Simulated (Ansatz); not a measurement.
`N[SiH2]C[SeH]` + `[CH3][GeH2][Cl]` → `[CH3][GeH]([Cl])[SeH]` + `C[SiH2]N`  (formal exchange of groups at the Se–C bond)

Calculated with Ansatz (gas phase, PBE0-D4/def2-TZVP geometries, no zero-point term in ΔE). CCSD(T)/CBS adds triple-zeta CCSD(T) − MP2 to the extrapolated MP2 energy (def2 sets, frozen cores). Functionals use def2-TZVPP. B3LYP here is the variant with VWN-RPA as its local correlation; programs differ in this. For Ge, Se outer-core shells are correlated without core-valence functions, which leaves a few kJ/mol of doubt a bond. Scalar relativity is left out up to krypton. One conformer a species, not always the lowest.

`N[SiH2]C[SeH]`:

Cartesian coordinates in Å:
```
N -1.614 -0.572 -0.273
Si -0.415 0.641 -0.440
C 1.264 -0.172 -0.290
Se 1.425 -1.034 1.464
H -1.614 -1.147 0.555
H -2.547 -0.411 -0.614
H -0.439 1.733 0.582
H -0.612 1.265 -1.778
H 1.354 -0.988 -1.009
H 2.102 0.510 -0.433
H 1.098 0.174 2.237
```

`[CH3][GeH2][Cl]`:

```xyz
8

C    -0.337   -0.824   -0.586
Ge    0.103    0.720    0.503
Cl    2.259    0.807    0.668
H     0.043   -1.730   -0.113
H     0.115   -0.722   -1.573
H    -1.419   -0.906   -0.696
H    -0.433    0.608    1.938
H    -0.331    2.046   -0.141
```

`[CH3][GeH]([Cl])[SeH]`:

```xyz
9

C     0.270   -1.122    0.478
Ge    0.423    0.585   -0.429
Cl   -0.024    0.215   -2.516
Se   -1.044    2.193    0.445
H     0.508   -0.999    1.535
H    -0.749   -1.497    0.378
H     0.959   -1.836    0.026
H     1.819    1.220   -0.390
H    -2.163    1.241    0.473
```

`C[SiH2]N`:

```xyz
10

C    -0.503    1.305    0.026
Si    0.325   -0.272   -0.547
N     0.357   -1.572    0.580
H    -0.469    2.064   -0.761
H    -0.005    1.714    0.909
H    -1.552    1.131    0.280
H     1.740    0.039   -0.890
H    -0.390   -0.765   -1.756
H     0.973   -1.548    1.376
H    -0.477   -2.097    0.783
```

| level | ΔE (kJ/mol) |
| --- | --- |
| ωB97X-V | -106.1 |
| ωB97M-V | -107.6 |
| PBE | -109.8 |
| B3LYP | -111.7 |
| SCS-MP2/def2-TZVPP | -105.8 |
| CCSD(T)/def2-TZVPP | -104.9 |
| MP2/CBS(def2) | -110.6 |
| CCSD/CBS(def2) | -107.6 |

What does CCSD(T)/CBS give? (Best estimate.)

The calculation gave: -106.9 kJ/mol. The listed levels differ from it by 0.8, -0.7, -2.9, -4.8, 1.1, 2.0, -3.7, -0.7 kJ/mol.

Largest T1 diagnostic among the species: 0.010.

In def2-TZVPP, CCSD(T) changes the Hartree–Fock value by +8.0 kJ/mol (the triples alone add +0.7 kJ/mol) and MP2 by +4.3 kJ/mol.
